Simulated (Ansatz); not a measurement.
Consider the formal exchange of groups at the Se–C bond: `C[SiH2][Se]C#N` + `O=Cc1cccs1` → `C[SiH2][Se]C=O` + `N#Cc1cccs1`.

Program: Ansatz. Geometries: PBE0-D4/def2-TZVP. ΔE: electronic, gas phase. CCSD(T)/CBS is the MP2 limit (def2-TZVPP, def2-QZVPP) plus CCSD(T) − MP2 in def2-TZVPP, frozen cores. Functionals use def2-TZVPP. For Se outer-core shells are correlated without core-valence functions, which leaves a few kJ/mol of doubt a bond. Scalar relativity is left out up to krypton. Each species was taken in one conformer, which may not be the lowest.

**Question.** Is it downhill or uphill in electronic energy at CCSD(T)/CBS, and by how much? (Estimate.)

**Answer.** The calculation gave: Downhill: ΔE = -1.0 kcal/mol.

**Question.** What do these levels give: r2SCAN-D4, ωB97X-V, B2PLYP, r2SCAN, PBE0, SCS-MP2/def2-TZVPP? (Best estimate.)

**Answer.** Computed: r2SCAN-D4 -3.3, ωB97X-V -0.3, B2PLYP -1.9, r2SCAN -3.4, PBE0 -2.6, SCS-MP2/def2-TZVPP 0.0 kcal/mol.

Largest T1 diagnostic among the species: 0.015.

From PBE to PBE0 (25 % exact exchange), in def2-TZVPP and without D4, ΔE moves by +1.8 kcal/mol. In def2-TZVPP, CCSD(T) changes the Hartree–Fock value by −1.9 kcal/mol (the triples alone add −0.6 kcal/mol) and MP2 by −1.8 kcal/mol.
